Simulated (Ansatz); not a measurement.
Start from `[CH3][Sc]([OH])[OH]` and change one atom or group to get `[OH][Sc]([OH])[O][SiH3]`.

Ansatz, PBE0-D4/def2-TZVP geometries, multiplicity 1. Each molecule was computed in one conformer, which needn't be the lowest.

Scalar relativity is left out up to krypton.

| property | `[CH3][Sc]([OH])[OH]` |
| --- | --- |
| LUMO energy (PBE/def2-TZVPP) / eV | -2.47 |
| HOMO–LUMO gap (PBE0/def2-TZVPP) / eV | 5.11 |
| HOMO energy (B3LYP/def2-TZVPP) / eV | -6.39 |
| LUMO energy (ωB97M-V/def2-TZVPP) / eV | -0.04 |
| HOMO energy (PBE0/def2-TZVPP) / eV | -6.62 |
| HOMO energy (PBE/def2-TZVPP) / eV | -5.29 |

**Question.** What does the change do to each property? (Estimate.)

**Answer.** Ansatz gave: 
```json
{"property": "LUMO energy (PBE/def2-TZVPP) / eV", "`[OH][Sc]([OH])[O][SiH3]`": "-2.61", "shift": "-0.14"}
{"property": "HOMO–LUMO gap (PBE0/def2-TZVPP) / eV", "`[OH][Sc]([OH])[O][SiH3]`": "6.49", "shift": "1.38"}
{"property": "HOMO energy (B3LYP/def2-TZVPP) / eV", "`[OH][Sc]([OH])[O][SiH3]`": "-7.95", "shift": "-1.56"}
{"property": "LUMO energy (ωB97M-V/def2-TZVPP) / eV", "`[OH][Sc]([OH])[O][SiH3]`": "-0.22", "shift": "-0.18"}
{"property": "HOMO energy (PBE0/def2-TZVPP) / eV", "`[OH][Sc]([OH])[O][SiH3]`": "-8.16", "shift": "-1.54"}
{"property": "HOMO energy (PBE/def2-TZVPP) / eV", "`[OH][Sc]([OH])[O][SiH3]`": "-6.69", "shift": "-1.40"}
```

With PBE0 the HOMO falls by 1.54 eV and the LUMO falls by 0.16 eV, so the gap widens by about 1.38 eV. PBE moves the HOMO by -1.40 eV and ωB97M-V by -1.55 eV.

B3LYP here is the variant with VWN-RPA as its local correlation; programs differ in this.
